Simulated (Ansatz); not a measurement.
`[NH2][AlH][AlH][O][AlH][F]`, relaxed with RKS PBE-D4/def2-SVP in Ansatz 0.2.0 from a rough embedded geometry. The force threshold is 0.03 eV/Å; the program also tests the step.

The species carries charge 0 and has multiplicity 1.

Start:

```xyz
11

N    -2.558   -0.091    0.008
Al   -1.300   -1.263    0.758
Al    0.973   -0.409    1.134
O     1.464    1.302    0.651
Al    1.863    1.242   -1.080
F     0.581    1.404   -2.371
H    -2.666    0.712    0.614
H    -2.206    0.201   -0.931
H    -1.665   -2.755    1.077
H     2.147   -1.352    1.667
H     3.368    1.009   -1.527
```

Task: How much energy does the relaxation release, and in how many steps? (Estimate.)

Result: The calculation gave: 170.31 kJ/mol, in 20 steps, 1 of them rejected.

Task: Which bonds change most? (An estimate is asked.)

Result: The calculation gave: Al5–F6 from 1.827 to 1.691 Å; Al2–Al3 from 2.458 to 2.588 Å; Al3–O4 from 1.844 to 1.744 Å; N1–Al2 from 1.876 to 1.792 Å.

Task: Give the relaxed structure. (Best estimate.)

Result: Ansatz gave: 
```xyz
11

N    -1.930   -0.105   -0.366
Al   -1.286   -1.286    0.818
Al    1.175   -0.764    1.429
O     1.915    0.287    0.250
Al    1.667    1.297   -1.097
F     0.133    1.983   -1.290
H    -1.422    0.722   -0.704
H    -2.872   -0.123   -0.766
H    -2.278   -2.467    1.267
H     2.141   -1.184    2.642
H     2.757    1.641   -2.183
```
